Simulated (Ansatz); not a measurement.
Reaction (ligand exchange at the Si–O bond): `F[SiH2]O[SiH](F)F` + `C=C=N` → `C=C=N[SiH](F)F` + `O[SiH2]F`

Isolated molecules relaxed with PBE0-D4/def2-TZVP in Ansatz; ΔE leaves out vibrations. CCSD(T)/CBS adds triple-zeta CCSD(T) − MP2 to the extrapolated MP2 energy (def2 sets, frozen cores). This one scheme is used for every species. Each species was taken in one conformer, which may not be the lowest.

```csv
species,MP2/def2-SVP energy (Eh)
`F[SiH2]O[SiH](F)F`,-953.51658
`C=C=N`,-132.19394
`C=C=N[SiH](F)F`,-620.36551
`O[SiH2]F`,-465.32283
```

(1) Work out ΔE.

Largest T1 diagnostic among the species: 0.015.

Results:

(1) ΔE = (-620.36551) + (-465.32283) − (-953.51658) − (-132.19394) = 0.02218 Eh = +58.2 kJ/mol. CCSD(T)/CBS gives +61.6 kJ/mol.

From BLYP to BHLYP (50 % exact exchange), in def2-TZVPP and without D4, ΔE moves by +6.1 kJ/mol. Leaving LDA and LC-ωPBE aside and taking each functional with its dispersion term where it has one, the values, not all of them listed here, spread over 13.2 kJ/mol, from revPBE-D4 to BHLYP-D4. In def2-TZVPP, CCSD(T) changes the Hartree–Fock value by −5.3 kJ/mol (the triples alone add −2.0 kJ/mol) and MP2 by −10.7 kJ/mol.
